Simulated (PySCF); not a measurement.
C5H6Se, SMILES C1=C[Se]C(C1)=C.

Coordinates come from a PBE-D3(BJ)/def2-SVP optimisation. One conformer was computed; it need not be the lowest.

Two levels are set side by side: TDA-PBE/def2-SVPD (PySCF) and TDA-M06-2X/def2-SVPD (PySCF). Vertical, same geometry. The lowest singlet is HOMO→LUMO+1 100 % with PBE and HOMO→LUMO 84 % with the other functional; states are paired by order. Differences are taken from unrounded values.

```csv
quantity,TDA-M06-2X,TDA-PBE,TDA-PBE minus TDA-M06-2X
lowest singlet excitation (eV),3.95,3.78,-0.17
lowest triplet excitation (TDA) (eV),3.63,3.08,-0.55
first bright state (f over 0.05) (eV),4.83,4.04,-0.79
its oscillator strength,0.12,0.09,-0.03
```

Functionals without exact exchange tend to place singlet excitations lower, as here. Differences between two approximate levels are no errors against the true value.

Rough cost on one machine, each run with all the roots and properties that it gave: TDA-M06-2X against TDA-PBE about 8 times.
